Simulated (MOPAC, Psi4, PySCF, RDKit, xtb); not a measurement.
Two geometries of SMILES B[SiH2]C=C, relaxed at B3LYP-D3(BJ)/def2-SVP with one dihedral held; other torsions can differ between them too.

Structure A

```
11

B      1.7110    -0.8236     0.5401
Si     0.6661     0.8890     0.3309
C      1.5015     2.1596    -0.7772
C      2.6312     1.9483    -1.4663
H      1.6410    -1.4828     1.5481
H      2.4058    -1.2508    -0.3499
H     -0.6583     0.4915    -0.2622
H      0.3429     1.5313     1.6439
H      1.0292     3.1485    -0.8605
H      3.1615     0.9900    -1.4355
H      3.0794     2.7226    -2.0995
```

Structure B

```
11

B     -1.6003    -0.8675     0.5043
Si    -0.6531     0.9060     0.3007
C      0.6863     0.7665    -1.0207
C      0.7566    -0.1991    -1.9477
H     -1.6259    -1.4844     1.5405
H     -2.1487    -1.3689    -0.4478
H     -0.0127     1.3915     1.5622
H     -1.6524     1.9557    -0.0921
H      1.4710     1.5359    -1.0232
H      0.0137    -1.0019    -2.0135
H      1.5581    -0.2291    -2.6949
```

Which is lower in energy at the level DF-MP2 (frozen core)/cc-pVTZ // B3LYP-D3(BJ)/def2-SVP run with Psi4, and by how much?

A is lower, by 2.00 kJ/mol (dihedral H5–B1–Si2–C3: 150° in A, 120° in B).

E(B) − E(A) in kJ/mol at the other levels, on the same two geometries: B3LYP/def2-TZVP // B3LYP-D3(BJ)/def2-SVP (Psi4) 2.83; B3LYP-D3(BJ)/def2-TZVP // B3LYP-D3(BJ)/def2-SVP (Psi4) 2.68; PBE/def2-TZVP // B3LYP-D3(BJ)/def2-SVP (Psi4) 3.24; PBE-D3(BJ)/def2-TZVP // B3LYP-D3(BJ)/def2-SVP (Psi4) 3.15; HF/cc-pVTZ // B3LYP-D3(BJ)/def2-SVP (Psi4) 2.09; UFF // B3LYP-D3(BJ)/def2-SVP (RDKit) -2.09; PM3, restricted, heats of formation // B3LYP-D3(BJ)/def2-SVP (MOPAC) 6.36; PM7, restricted, heats of formation // B3LYP-D3(BJ)/def2-SVP (MOPAC) 0.74; GFN1-xTB // B3LYP-D3(BJ)/def2-SVP (xtb) -0.20; restricted B3LYP/6-31G*, spherical d // B3LYP-D3(BJ)/def2-SVP (PySCF) 2.78; restricted B3LYP/6-311+G**, spherical d, density fitting // B3LYP-D3(BJ)/def2-SVP (PySCF) 2.80; restricted B3LYP/3-21G // B3LYP-D3(BJ)/def2-SVP (PySCF) 3.03; restricted LDA (SVWN5)/6-31G*, spherical d // B3LYP-D3(BJ)/def2-SVP (PySCF) 4.07.
